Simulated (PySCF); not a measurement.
In(H)2(nPr) (C₃H₉In), SMILES CC[CH2][InH2].

Coordinates come from a PBE-D3(BJ)/def2-SVP optimisation. The structure was generated by enumeration; whether it is a known compound was not checked. The def2 effective core potentials stand for the cores of In; spin–orbit coupling is left out. Other conformers were not sampled.

Calculation: PySCF with IEF-PCM-PBE0/def2-SVP.

The values are the electrostatic part of the solvation free energy, E(continuum) − E(gas) at the gas-phase geometry, in a cavity of scaled van der Waals radii (PySCF's table); cavitation and dispersion terms are not included. A continuum can't describe solvent molecules that bind to the metal. In vacuum the orbital gap is 5.55 eV. The dipole moment in vacuum is 0.71 D.

Computed values in water (ε = 78.36), 1-octanol (ε = 9.86), diethylether (ε = 4.24):
| solvent | ε | ΔG(elec) (kcal/mol) | dipole (D) | gap (eV) |
|---|---|---|---|---|
| water | 78.36 | -3.3 | 0.95 | 5.84 |
| 1-octanol | 9.86 | -2.8 | 0.92 | 5.80 |
| diethylether | 4.24 | -2.2 | 0.87 | 5.74 |
